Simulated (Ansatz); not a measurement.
Isolated molecules relaxed with PBE0-D4/def2-TZVP in Ansatz; ΔE leaves out vibrations. CCSD(T)/CBS is the MP2 limit (def2-TZVPP, def2-QZVPP) plus CCSD(T) − MP2 in def2-TZVPP, frozen cores. This one scheme is used for every species. DFT in def2-TZVPP. B3LYP here is the variant with VWN-RPA as its local correlation; programs differ in this. def2 core potentials past Kr. For Sn outer-core shells are correlated without core-valence functions, which leaves a few kJ/mol of doubt a bond. One conformer a species, not always the lowest.

`O[SiH2][CH2][SnH3]` + `OC=S` → `O[SiH2]OC=S` + `[CH3][SnH3]`  (ligand exchange at the Si–C bond)

(1) Is it downhill or uphill in electronic energy at CCSD(T)/CBS, and by how much? (Best estimate.)

(2) What do these levels give: PBE0-D4, B3LYP-D4, ωB97X-V, B2PLYP, PBE, PBE0, B3LYP, HF/def2-TZVPP, MP2/def2-TZVPP, SCS-MP2/def2-TZVPP, CCSD(T)/def2-TZVPP, HF/def2-QZVPP? (An estimate is asked.)

Largest T1 diagnostic among the species: 0.018.

Results:

(1) The calculation gave: Downhill: ΔE = -90.4 kJ/mol.

(2) The calculation gave: PBE0-D4 -84.0, B3LYP-D4 -95.6, ωB97X-V -92.1, B2PLYP -99.4, PBE -83.2, PBE0 -86.5, B3LYP -100.4, HF/def2-TZVPP -113.6, MP2/def2-TZVPP -93.7, SCS-MP2/def2-TZVPP -97.7, CCSD(T)/def2-TZVPP -93.1, HF/def2-QZVPP -114.3 kJ/mol.

The D4 term adds +4.8 kJ/mol with B3LYP and +2.5 kJ/mol with PBE0; it sums over pairs of atoms, weighted by their polarisabilities, and B3LYP, whose exchange is more repulsive, gets the larger term. In def2-TZVPP, CCSD(T) changes the Hartree–Fock value by +20.5 kJ/mol (the triples alone add +2.6 kJ/mol) and MP2 by +19.9 kJ/mol. From PBE to PBE0 (25 % exact exchange), in def2-TZVPP and without D4, ΔE moves by −3.3 kJ/mol.
